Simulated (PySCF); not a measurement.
**Highest orbital energy against ionisation energy along group 15**

Calculated with PySCF 2.14, no spin-orbit coupling. Each cell gives −ε(HOMO) / ΔSCF in eV; NIST values include spin-orbit coupling, (s) semi-empirical, (t) theoretical.

| species | UHF | LDA | PBE | PBE0 | r2SCAN | NIST (lowest levels) |
| --- | --- | --- | --- | --- | --- | --- |
| N²⁺ (x2c-TZVPPall with one added diffuse shell each of s, p, d type, spin-free X2C) | 48.026 / 47.293 | 38.568 / 47.856 | 38.824 / 48.019 | 41.252 / 48.001 | 39.770 / 48.216 | 47.445 (s) |
| P²⁺ (x2c-TZVPPall with one added diffuse shell each of s, p, d type, spin-free X2C) | 29.969 / 29.585 | 24.800 / 30.217 | 24.951 / 30.253 | 26.362 / 30.270 | 25.389 / 30.366 | 30.203 |
| As²⁺ (x2c-TZVPPall with one added diffuse shell each of s, p, d type, spin-free X2C) | 27.732 / 27.402 | 23.175 / 28.184 | 23.170 / 28.029 | 24.485 / 28.053 | 23.606 / 28.241 | 28.349 ± 0.012 |
| Sb²⁺ (x2c-TZVPPall with one added diffuse shell each of s, p, d, f type, spin-free X2C) | 24.402 / 24.113 | 20.574 / 24.928 | 20.477 / 24.698 | 21.634 / 24.730 | 20.830 / 24.829 | 25.323 |
| Bi²⁺ (x2c-TZVPPall with one added diffuse shell each of s, p, d, f type, spin-free X2C) | 23.372 / 23.099 | 19.777 / 23.967 | 19.646 / 23.715 | 20.758 / 23.740 | 19.976 / 23.800 | 25.571 |

Q: How far is −ε(HOMO) from ΔSCF on average for each method, and why?

A: UHF 0.40 eV; LDA -5.65 eV; PBE -5.53 eV; PBE0 -4.06 eV; r2SCAN -5.18 eV. Hartree-Fock orbital energies lack relaxation and so exceed the ΔSCF value; semilocal functionals have convex E(N) from self-interaction, so their HOMO lies far too high; exact exchange moves hybrids part of the way back.
